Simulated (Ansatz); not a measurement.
Molecule: ScCl (charge 0, singlet). 
Structure (B3LYP-D3(BJ)/def2-TZVP (Ansatz, a quantum-chemistry and plane-wave program) minimum search):
```
Sc
Cl 1 2.2318
```

Total electronic energies in hartree. Correlated levels leave the core frozen unless marked. Spin-orbit coupling is left out. The frozen core is the preceding noble-gas configuration, with the filled d and f shells of earlier blocks. Non-relativistic. Basis-set limits of correlation are two-point, X^-3; Hartree-Fock from the larger set. [CCSD(T)-MP2]/basis is that difference in the basis named.

The Hartree-Fock reference is unstable (checked in the largest basis), which strains HF and MP2. 

| level | program | energy (Eh) |
|---|---|---|
| HF/STO-3G | Ansatz | -1206.80599 |
| HF/6-31G | Ansatz | -1219.21212 |
| HF/6-31G* | Ansatz | -1219.22543 |
| HF/def2-TZVPPD | Ansatz | -1219.30869 |
| PBE0/def2-QZVPP | Ansatz | -1220.60808 |
| BHLYP-D3(BJ)/def2-TZVPD | Ansatz + dftd3 | -1220.91837 |
| BHLYP-D4/def2-TZVPD | Ansatz + dftd4 | -1220.91913 |
| r2SCANh/def2-TZVPD | Ansatz | -1220.84239 |
| HSE06/def2-TZVPD | Ansatz | -1220.56325 |
| LC-wPBE/def2-TZVPD | Ansatz | -1220.61424 |
| B2GP-PLYP-D4/def2-TZVPD | Ansatz + dftd4 | -1220.43800 |
| B2PLYP-D3(BJ)/def2-TZVPD | Ansatz + dftd3 | -1220.56626 |
| B2PLYP/def2-TZVPD | Ansatz | -1220.56458 |
| MP2/STO-3G | Ansatz | -1206.84729 |
| RI-MP2/def2-TZVPPD | Ansatz | -1219.55420 |
| RI-MP2/def2-QZVPP | Ansatz | -1219.60075 |
| CCSD/def2-SVPD | Ansatz | -1219.27470 |
| CCSD/def2-TZVPP | Ansatz | -1219.57776 |
| CCSD/CBS(def2-TZVPP,def2-QZVPP) | Ansatz | -1219.6388 |
| CCSDT/def2-SVP | Ansatz | -1219.25846 |
| RI-MP2/CBS(def2-TZVPPD,def2-QZVPPD)+[CCSD(T)-MP2]/def2-TZVPPD | Ansatz | -1219.6547 |
| RI-MP2/CBS(def2-TZVPP,def2-QZVPP)+[CCSD(T)-MP2]/def2-QZVPP | Ansatz | -1219.6554 |
| CCSD(T)/CBS(def2-TZVPPD,def2-QZVPPD) | Ansatz | -1219.6549 |

Totals of different functionals don't rank their quality; only differences between species are comparable.
